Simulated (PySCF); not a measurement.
## Shapes and spin states of RhO₂⁻

These are results of B3LYP in PySCF with Rh def2-SVPD with ECP28, O def2-SVPD; scalar-relativistic core potentials, no spin–orbit coupling; density-fitted integrals, not measurements.

Relaxations began from a few typed shapes and spin states; open shells are unrestricted. The search is not exhaustive: other isomers or separated fragments can lie lower, and high-lying points may rest on an excited occupation.

(1) Order these stationary points by electronic energy, lowest first, in kJ/mol from the lowest minimum.
A. triplet D∞h: Rh–O 1.766 Å (×2); O–Rh–O 180.0°
B. triplet Cs: O–O 1.341 Å, Rh–O 1.831 Å; O–O–Rh 107.2°
C. singlet (closed shell, unstable to spin polarisation) C2v: O–O 1.408 Å, Rh–O 1.967 Å (×2); O–O–Rh 69.0° (×2), O–Rh–O 41.9°
D. singlet C2v: Rh–O 1.718 Å (×2); O–Rh–O 162.3°
E. quintet D∞h: Rh–O 1.840 Å (×2); O–Rh–O 180.0°
F. triplet C2v: Rh–O 1.754 Å (×2); O–Rh–O 149.6°
G. singlet D∞h: Rh–O 1.721 Å (×2); O–Rh–O 180.0°
H. quintet C2v: Rh–O 1.836 Å (×2); O–Rh–O 149.5°

(2) Which of them are minima?

Results:

(1) D (0.0), G (1.2), F (25.6), A (32.6), H (110.3), E (124.2), B (288.9), C (308.0).

(2) By energy in kJ/mol, 0.0: minimum; 1.2: saddle point, 2 imaginary modes; 25.6: minimum; 32.6: saddle point, 1 imaginary mode; 110.3: minimum; 124.2: saddle point, 2 imaginary modes; 288.9: minimum; 308.0: minimum of the closed-shell surface only.

Formally Rh is in oxidation state +3, d6, with 0 unpaired electrons (the high-spin count would be 4). The polar-tensor charge on Rh, 0.39, is far below the formal one.

For the lowest minimum: the lowest empty level of this anion is unbound, so it and the gap depend on the basis.

The electron or spin density has lower symmetry than the nuclear frame for the triplet D∞h at 32.6 kJ/mol, quintet D∞h at 124.2 kJ/mol.
